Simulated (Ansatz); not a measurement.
`C[Te][AlH][SiH3]` → Al• + C• + 7 H• + Si• + Te•  (atomization)

Gas-phase electronic energies from Ansatz, PBE0-D4/def2-TZVP geometries. CCSD(T)/CBS is the MP2 limit (def2-TZVPP, def2-QZVPP) plus CCSD(T) − MP2 in def2-TZVPP, frozen cores. This one scheme is used for every species, atoms too. Functionals use def2-TZVPP. Open shells (•) are unrestricted, without spin–orbit coupling. Spin–orbit coupling would lower the free atoms: a little for Al, C, Si; strongly for Te. Elements past krypton have def2 core potentials. For Te outer-core shells are correlated without core-valence functions, so the limit isn't a true one: a few kJ/mol of doubt a bond, and 10 to 20 or more in all where bonds break to atoms. One conformer a species, not always the lowest.

`C[Te][AlH][SiH3]`:

Z-matrix (Å, degrees):
```
C
Te 1 2.154
H 1 1.087 2 108.3
H 1 1.087 2 109.8 3 120.5
H 1 1.087 2 107.8 3 -119.4
Al 2 2.510 1 99.1 3 -113.9
Si 6 2.452 2 121.4 1 -0.2
H 6 1.586 2 115.2 1 179.6
H 7 1.491 6 110.5 2 114.1
H 7 1.490 6 113.2 2 -6.2
H 7 1.491 6 110.9 2 -126.9
```

```json
{"level": "PBE0-D4", "ΔE (kcal/mol)": "777.6"}
{"level": "r2SCAN", "ΔE (kcal/mol)": "781.5"}
```

Task: What does CCSD(T)/CBS give? (An estimate is asked.)

Result: The calculation gave: +787.5 kcal/mol. The listed levels differ from it by -9.9, -6.0 kcal/mol.

Largest T1 diagnostic among the species: 0.018.

From PBE to PBE0 (25 % exact exchange), in def2-TZVPP and without D4, ΔE moves by −4.0 kcal/mol: exact exchange takes away binding that semilocal exchange gives to molecules. The D4 term adds +10.1 kcal/mol with B3LYP and +5.4 kcal/mol with PBE0; it sums over pairs of atoms, weighted by their polarisabilities, and B3LYP, whose exchange is more repulsive, gets the larger term. In def2-TZVPP, CCSD(T) changes the Hartree–Fock value by +181.4 kcal/mol (the triples alone add +10.0 kcal/mol) and MP2 by +178.6 kcal/mol; breaking electron pairs costs correlation energy, which Hartree–Fock lacks.

B3LYP here is the variant with VWN-RPA as its local correlation; programs differ in this.

For atomizations the MP2-based limit and the directly extrapolated one differ by several kJ/mol either way, and by 10 to 25 for some Ge, Se and Sn compounds, so smaller differences from it don't rank the levels.
